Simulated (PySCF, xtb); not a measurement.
FH3MgOSi, SMILES [F][Mg][O][SiH3].

GFN2-xTB in xtb at its own geometry gives an orbital gap of 1.56 eV and a dipole moment of 3.36 D.

The structure is a stationary point at PBE0-D3(BJ)/def2-SVP. Other conformers were not sampled.

Task: What does r2SCAN/def2-TZVPD (PySCF) give? (Estimate from the structure and the level; the computed values follow.)

Result: gap 5.28 eV (levels -7.18 and -1.90 eV), dipole 0.18 D.
